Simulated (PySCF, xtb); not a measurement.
Pb(SH)(SiH3) (H4PbSSi), SMILES [SiH3][Pb][SH] (connectivity only; charge and spin as stated), neutral, multiplicity 1.

xtb 6.7.1 with GFN2-xTB at its own geometry gives an orbital gap of 1.80 eV and a dipole moment of 5.76 D.

Geometry optimised at B3LYP-D3(BJ)/def2-SVP. The def2 effective core potentials stand for the cores of Pb; spin–orbit coupling is left out. The values are those of a single conformer.

Task: What does r2SCAN/def2-TZVPD (PySCF) give? (The exact figures need the calculation; the answer reports its results.)

Result: gap 2.36 eV (levels -5.78 and -3.42 eV), dipole 2.99 D.
